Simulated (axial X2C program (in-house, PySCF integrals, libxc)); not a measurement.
Which functional? An output for HfS

An SCF output computed with an axial X2C code built on PySCF integrals for HfS at 2.153 Å, two-component, state Ω = 0, Hf dyall-cv3z [13s14p9d7f4g], S dyall-av3z [9s8p3d2f] (cores contracted in-house), without its first line:

```
basis functions 247  fitting functions 1231  grid points 5080
iter        total energy     max residual
   1     -15470.007541889     8.17e-01
   2     -15470.058454829     3.26e-02
   3     -15470.058796475     3.93e-02
   4     -15470.063668227     1.77e-03
   5     -15470.063799224     1.08e-03
   6     -15470.063855841     4.60e-04
   7     -15470.063877506     2.18e-04
   8     -15470.063885280     1.08e-04
   9     -15470.063888441     5.85e-05
  10     -15470.063890120     3.43e-05
  11     -15470.063890602     1.65e-05
  12     -15470.063890718     5.80e-06
  13     -15470.063890733     2.77e-06
  14     -15470.063890736     1.29e-06
  15     -15470.063890736     3.31e-07
converged
one-electron -21795.17092079  Coulomb 6387.70949023  exact exchange -332.97676528  xc functional 0.00000000  nuclear repulsion 283.14544681  atomic mean-field constant -12.77114171
```

**Question.** Which level of theory produced it?
A. PBE0
B. PBE50
C. HF

**Answer.** C. The exact-exchange term against the functional term shows a share of 1 of exact exchange.
